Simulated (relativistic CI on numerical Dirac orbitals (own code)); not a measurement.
**The 43-electron sequence from Tc to Ce15+**

These numbers are calculated, not measured: Dirac-Coulomb-Breit CI, separate exchange-only KLI orbitals for each configuration, a model potential for QED, valence Slater integrals scaled by 0.9, P86 correlation energy added to each configuration (own radial code, finite nucleus).

Configurations in the expansion (outside the closed core [Ar] 3d10): 4s2 4p6 4d7, 4s2 4p5 4d8, 4s2 4p6 4d6 4f, 4s2 4p6 4d6 5s, 4s 4p6 4d8, 4s2 4p6 4d5 5s2, 4s2 4p6 4d6 5p. Double excitations out of closed p, d and f shells are left out; levels of such configurations are missing from the list, as are those of other unlisted configurations, and high levels can miss mixing partners.

Energies above each ion's lowest level, in cm⁻¹. Levels are followed by their leading LS label, which can pass from one level to another where the coupling changes.

| Ion | 4s2 4p6 4d7 4F_9/2 | 4s2 4p6 4d7 4F_7/2 | 4s2 4p6 4d7 4F_5/2 | 4s2 4p6 4d7 4F_3/2 | 4s2 4p6 4d7 4P_5/2 | 4s2 4p6 4d7 4P_3/2 | 4s2 4p6 4d7 4P_1/2 |
| --- | --- | --- | --- | --- | --- | --- | --- |
| Tc | 20720.9 | 21705.4 | 22155.2 | 22353.8 |  |  |  |
| Ru+ | 0.0 | 1384.5 | 2298.4 | 2882.0 | 9651.1 | 9825.1 | 10491.9 |
| Rh2+ | 0.0 | 2004.6 | 3292.1 | 4107.0 | 12903.6 | 12647.7 | 14146.0 |
| Pd3+ | ? | ? | ? | ? | ? | ? | ? |
| Ag4+ | 0.0 | 3538.2 | 5633.8 | 6911.7 | 16755.5 | 15734.2 | 18695.2 |
| Cd5+ | 0.0 | 4487.7 | 7015.8 | 8521.7 | 18527.2 | 17027.6 | 20876.4 |
| In6+ | 0.0 | 5577.3 | 8543.2 | 10257.0 | 20310.5 | 18276.3 | 23107.7 |
| Sn7+ | 0.0 | 6821.3 | 10213.0 | 12087.8 | 22146.1 | 19545.7 | 25428.5 |
| Sb8+ | 0.0 | 8234.4 | 12016.3 | 13958.5 | 24068.9 | 20916.1 | 27868.2 |
| Te9+ | 0.0 | 9831.8 | 13937.1 | 15780.4 | 26114.4 | 22495.4 | 30451.9 |
| I10+ | 0.0 | 11628.8 | 15952.1 | 17448.1 | 28321.7 | 24404.9 | 33202.1 |
| Xe11+ | 0.0 | 13641.4 | 18031.0 | 18892.5 | 30733.8 | 47590.9 | 36140.2 |
| Cs12+ | 0.0 | 15885.7 | 20139.5 | 20118.2 | 33395.8 | 52589.4 | 39286.2 |
| Ba13+ | 0.0 | 18377.9 | 22244.7 | 32612.5 | 36350.4 | 58072.5 | 42660.2 |
| La14+ | 0.0 | 21134.6 | 24320.1 | 36100.2 | 39633.2 | 64078.5 | 46281.3 |
| Ce15+ | 0.0 | 24172.3 | 26349.0 | 39916.9 | 43269.6 | 70643.8 | 50168.7 |

Fill in the row of Pd3+.

4s2 4p6 4d7 4F_9/2 0.0, 4s2 4p6 4d7 4F_7/2 2715.3, 4s2 4p6 4d7 4F_5/2 4395.0, 4s2 4p6 4d7 4F_3/2 5440.1, 4s2 4p6 4d7 4P_5/2 14932.0, 4s2 4p6 4d7 4P_3/2 14322.5, 4s2 4p6 4d7 4P_1/2 16500.9 (cm⁻¹).

In the calculation the lowest level changes from 4s2 4p6 4d5 5s2 6S_5/2 to 4s2 4p6 4d7 4F_9/2 at Ru+.

Between Z = 55 and 58 the energy of 4s2 4p6 4d7 4F_7/2 follows a local power law Z^7.9. For orientation: electrostatic splittings inside a shell grow about linearly with the screened charge, excitations that change n as its square, and fine structure as its fourth power; written in Z itself the exponents are larger, since the screened charge grows faster in proportion.

The members near neutrality are the least accurate: they can be off by several eV, miss lower levels of configurations outside the list, or start from a wrong lowest level.
